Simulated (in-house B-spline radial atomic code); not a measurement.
Ionising the scandium ion Sc⁵⁺ with different functionals

Computed with an all-electron radial atomic-structure program (B-spline basis): scalar-relativistic (spin-free X2C) Hamiltonian, Fermi nucleus of rms radius 3.5459 fm, spin-polarised at highest spin, spherical fractional occupations for the functionals, and exact exchange of hybrids averaged over the configuration. The ionisation energy is the difference of two self-consistent energies, [Ne] 3s2 3p4 → [Ne] 3s2 3p3, without Breit or QED terms; ε is the level of the shell that loses the electron (its least bound occupied spin orbital).

| method | rung | ΔSCF (eV) | -ε(3p) (eV) |
| --- | --- | --- | --- |
| PBE0 | global hybrid | 110.67 | 103.77 |
| B3LYP | global hybrid | 110.91 | 103.37 |
| TPSSh | global hybrid | 110.54 | 102.23 |
| BHandHLYP | global hybrid | 110.68 | 106.20 |
| r2SCAN0 | global hybrid | 110.28 | 103.64 |
| B97-1 | global hybrid | 110.73 | 103.40 |
| HSE06 | range-separated hybrid | 110.70 | 103.35 |
| wB97X | range-separated hybrid | 110.71 | 106.40 |
| CAM-B3LYP | range-separated hybrid | 110.88 | 105.35 |
| LC-wPBE | range-separated hybrid | 110.89 | 106.81 |

Task: Among the functionals, which spreads more, the ΔSCF values or the orbital energies?

Result: The orbital energies: ΔSCF values span about 0.63 eV and the orbital energies 4.58 eV; here energy differences depend much less on the functional than eigenvalues do.

Task: How do they compare with the NIST value?

Result: NIST lists 110.68 eV ± 0.05 (semi-empirical, ground level to ground level). Errors run from -0.40 to +0.23 eV; BHandHLYP is closest (+0.00 eV), though others lie within the uncertainty of it, and part of that can be cancellation, since the calculations leave out spin-orbit coupling, Breit-QED terms, multiplet and fine-structure energies.
